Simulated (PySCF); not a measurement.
Estimate the missing entries of this data sheet.

Compound: C₈H₁₁ (charge -1).
Numbering: `[C-:1]#[C:2][CH2:3][CH2:4]/[CH:5]=[CH:6]\[CH2:7][CH3:8]` (hydrogens: H9, H10 on C3; H11, H12 on C4; H13 on C5; H14 on C6; H15, H16 on C7; H17, H18, H19 on C8)

Geometry (GFN2-xTB, Å), atoms numbered from 1 in this order:
```
atom  x, y, z in Å
C1     4.2591   -1.4776    0.9110
C2     3.3288   -0.6904    0.7705
C3     2.2479    0.3153    0.6822
C4     1.2612    0.0089   -0.4829
C5     0.2172    1.0579   -0.5466
C6    -1.0204    1.0160   -0.0357
C7    -1.6811   -0.1805    0.5802
C8    -2.6607   -0.8413   -0.3951
H9     2.6620    1.3286    0.5198
H10    1.6618    0.3562    1.6194
H11    0.8372   -0.9853   -0.3284
H12    1.8360   -0.0103   -1.4147
H13    0.5541    2.0046   -0.9609
H14   -1.6457    1.9022   -0.0920
H15   -2.2302    0.1247    1.4787
H16   -0.9305   -0.9105    0.8823
H17   -2.1264   -1.1938   -1.2749
H18   -3.1635   -1.6894    0.0698
H19   -3.4164   -0.1261   -0.7191
```

| property | level | value |
| --- | --- | --- |
| point group of the GFN2-xTB geometry | GFN2-xTB | ? |
| rotational constants A, B, C of the GFN2-xTB geometry | GFN2-xTB | ? |
| HOMO energy | PBE0/pcSseg-1 | -0.47 eV |
| LUMO energy | PBE0/pcSseg-1 | 3.41 eV |
| 13C chemical shifts (computed TMS as zero) by class | GIAO PBE0/pcSseg-1 | ? |
| 1H chemical shifts (computed TMS as zero) by class | GIAO PBE0/pcSseg-1 | ? |

The electronic properties come from PySCF, for the isolated species, density fitting. NMR classes are plain means over equivalent atoms (diastereotopic ones count apart unless rotation or inversion swaps them), as if these changed places fast; in this geometry the members of some classes differ. No diffuse functions stand in pcSseg-1, which bears on an anion's orbital energies.

Question: What are the 13C chemical shifts (computed TMS as zero) by class?

Answer: 177.3 (C1), 147.5 (C5), 131.0 (C6), 95.5 (C2), 40.5 (C4), 32.5 (C3), 24.4 (C7), 19.0 (C8) ppm.

Question: Give the 1H chemical shifts (computed TMS as zero) by class.

Answer: 5.96 (H13), 5.28 (H14), 2.60 (H9/H10), 2.28 (H11/H12), 2.14 (H15/H16), 0.83 (H17/H18/H19) ppm.

Question: Give the rotational constants A, B, C of the GFN2-xTB geometry.

Answer: 4.715, 0.818, 0.754 GHz.

Question: The point group of the GFN2-xTB geometry?

Answer: C1.

The rotational constants make it an asymmetric top with κ = (2B − A − C)/(A − C) = -0.97, nearer the prolate limit (−1). With B = h/(8π²I), that is 505.379 GHz u Å² over I, the principal moments of inertia are 107.2, 618.1 and 670.3 u Å² (most abundant isotopes); the inertial defect Ic − Ia − Ib is -55.0 u Å² (zero for a rigid planar frame, negative otherwise).

One conformer stands for the species.
